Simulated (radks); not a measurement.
Species: Nd+. Configuration: [Xe] 4f3 6s2 (not the ground configuration). All-electron calculation, Dirac Kohn-Sham, PBE, spin-unpolarised, spherical densities, finite nucleus; open shells are shared between the two j in proportion to 2j + 1; Fermi nuclear charge, rms radius 4.9123 fm. Program: a radial shooting solver on a logarithmic mesh with Libxc functionals.

X-ray form factor f0, the Fourier transform of the density (f0(0) = 59):

| sin(theta)/lambda (1/angstrom) | f0 (electrons) |
|---|---|
| 0.05 | 57.801 |
| 0.1 | 54.939 |
| 0.15 | 51.588 |
| 0.2 | 48.268 |
| 0.25 | 45.069 |
| 0.3 | 42.043 |
| 0.4 | 36.746 |
| 0.5 | 32.471 |
| 0.6 | 28.938 |
| 0.8 | 23.390 |
| 1 | 19.562 |
| 1.25 | 16.503 |
| 1.5 | 14.295 |
| 2 | 10.484 |
